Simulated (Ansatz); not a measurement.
Input for Ansatz (development build ahead of 0.2.0):

```yaml
crystal:
  periodic: [false, false, false]
  atoms:
    - { symbol: C, position_ang: [3.71441, 0.0, 0.0] }
    - { symbol: C, position_ang: [3.4904, 1.2704, 0.0] }
    - { symbol: C, position_ang: [2.8454, 2.38757, 0.0] }
    - { symbol: C, position_ang: [1.8572, 3.21677, 0.0] }
    - { symbol: C, position_ang: [0.645, 3.65798, 0.0] }
    - { symbol: C, position_ang: [-0.645, 3.65798, 0.0] }
    - { symbol: C, position_ang: [-1.8572, 3.21677, 0.0] }
    - { symbol: C, position_ang: [-2.8454, 2.38757, 0.0] }
    - { symbol: C, position_ang: [-3.4904, 1.2704, 0.0] }
    - { symbol: C, position_ang: [-3.71441, 0.0, 0.0] }
    - { symbol: C, position_ang: [-3.4904, -1.2704, 0.0] }
    - { symbol: C, position_ang: [-2.8454, -2.38757, 0.0] }
    - { symbol: C, position_ang: [-1.8572, -3.21677, 0.0] }
    - { symbol: C, position_ang: [-0.645, -3.65798, 0.0] }
    - { symbol: C, position_ang: [0.645, -3.65798, 0.0] }
    - { symbol: C, position_ang: [1.8572, -3.21677, 0.0] }
    - { symbol: C, position_ang: [2.8454, -2.38757, 0.0] }
    - { symbol: C, position_ang: [3.4904, -1.2704, 0.0] }
basis:
  gaussian: { orbitals: def2-SVP }
magnetization:
  spin_polarized: true
hamiltonian:
  xc: pbe0
```

The input is written out in the form of the current development build from the run's settings.

The run gave:

| Property | Result |
| --- | --- |
| Converged | yes |
| Total energy | -684.01982 hartree |
| Spin squared of the determinant | 0.185 |
| Stability test | minimum |

Caution: the unrestricted determinant is spin contaminated.
